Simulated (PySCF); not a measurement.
## Two-component Hartree-Fock for Te⁺ (tellurium, charge +1)

Start: [Kr] 4d10 5s2 5p2 6s1; 5p3/2 filled at m_j = +1/2, +3/2; 6s1/2 filled at m_j = +1/2. Calculated with PySCF 2.14 in x2c-SVPall-2c with one added diffuse shell each of s, p type (7s9p4d, 54 functions): generalised Hartree-Fock with the X2C-1e Hamiltonian and a Gaussian nucleus; one run each with spin-orbit coupling (SO) switched off, then screened by Boettger's factors. This is a chosen level, not necessarily the ground level.

| spinor shell | electrons | ε, spin-free (eV) | ε, screened SO (eV) | weight of nominal j (screened SO) | rms radius, screened SO (bohr) |
| --- | --- | --- | --- | --- | --- |
| 1s1/2 | 2 | -31983.7 | -31980.5 | 1.000 | 0.0319 |
| 2s1/2 | 2 | -5014.4 | -5013.5 | 1.000 | 0.130 |
| 2p1/2 | 2 | -4497.2 | -4688.2 | 1.000 | 0.112 |
| 2p3/2 | 4 | -4497.2 | -4410.7 | 1.000 | 0.117 |
| 3s1/2 | 2 | -1051.8 | -1051.6 | 1.000 | 0.343 |
| 3p1/2 | 2 | -879.38 | -916.01 | 1.000 | 0.335 |
| 3p3/2 | 4 | -879.38 | -862.66 | 1.000 | 0.347 |
| 3d3/2 | 4 | -619.01 | -625.36 | 1.000 | 0.320 |
| 3d5/2 | 6 | -619.01 | -614.55 | 1.000 | 0.323 |
| 4s1/2 | 2 | -207.85 | -207.81 | 1.000 | 0.816 |
| 4p1/2 | 2 | -151.79 | -158.73 | 1.000 | 0.861 |
| 4d3/2 | 4 | -67.315 | -68.210 | 0.986 | 1.05 |
| 4d5/2 | 6 | -67.315 | -66.706 | 0.991 | 1.05 |
| 5s1/2 | 2 | -31.547 | -31.569 | 0.999 | 2.14 |
| 5p3/2 | 2 | -21.743 | -21.620 | 0.648 | 2.57 |
| 6s1/2 | 1 | -8.214 | -8.194 | 1.000 | 5.39 |

(1) Where does 4p3/2 lie, and what is the 4p spin-orbit splitting (screened SO)?

```csv
quantity,spin-free,screened SO
E (hartree),-6788.59867,-6790.43842
M_J,5/2,5/2
⟨J²⟩,8.757,8.755
⟨L²⟩,2.005,2.584
⟨S²⟩,3.752,3.359
```

Each row is a mean over spinors that exchange with the open shell spreads, by up to 4.481 eV (5s1/2).

Rows whose weight is well below 1 are mixtures of j = l ± 1/2: exchange outweighs spin-orbit coupling there, and the label is only the starting occupation.

Breit and QED terms are absent; they matter most for the inner s and p1/2 levels.

Densities and radii are taken from the X2C orbitals without a picture-change correction, which distorts them close to the nucleus.

Without spin-orbit coupling the j labels of p, d and f shells carry no meaning; the spin-free column gives the mean over the occupied spinors of each nl shell.

Answers

(1) At -148.62 eV, 10.113 eV above 4p1/2.
